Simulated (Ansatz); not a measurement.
One change: `NCSCO` becomes `BSCN`.

Ansatz, PBE0-D4/def2-TZVP geometries, multiplicity 1. Each molecule was computed in one conformer, which needn't be the lowest.

```
                                        property  `NCSCO`
size of the dipole moment (B3LYP/def2-TZVPP) / D     0.89
             HOMO–LUMO gap (PBE/def2-TZVPP) / eV     4.96
              HOMO energy (PBE0/def2-TZVPP) / eV    -6.66
           HOMO energy (ωB97M-V/def2-TZVPP) / eV    -8.91
             HOMO energy (B3LYP/def2-TZVPP) / eV    -6.45
           LUMO energy (ωB97M-V/def2-TZVPP) / eV     2.17
```

Question: What does the change do to each property? (Best estimate.)

Answer: The calculation gave: 
```tsv
property	`BSCN`	shift
size of the dipole moment (B3LYP/def2-TZVPP) / D	2.61	1.72
HOMO–LUMO gap (PBE/def2-TZVPP) / eV	3.87	-1.09
HOMO energy (PBE0/def2-TZVPP) / eV	-7.30	-0.64
HOMO energy (ωB97M-V/def2-TZVPP) / eV	-9.64	-0.73
HOMO energy (B3LYP/def2-TZVPP) / eV	-7.06	-0.61
LUMO energy (ωB97M-V/def2-TZVPP) / eV	0.89	-1.28
```

With PBE0 the HOMO falls by 0.64 eV and the LUMO falls by 1.52 eV, so the gap narrows by about 0.88 eV. PBE moves the HOMO by -0.44 eV and ωB97M-V by -0.73 eV. Dipoles are sizes alone; their direction can turn.

B3LYP here is the variant with VWN-RPA as its local correlation; programs differ in this.
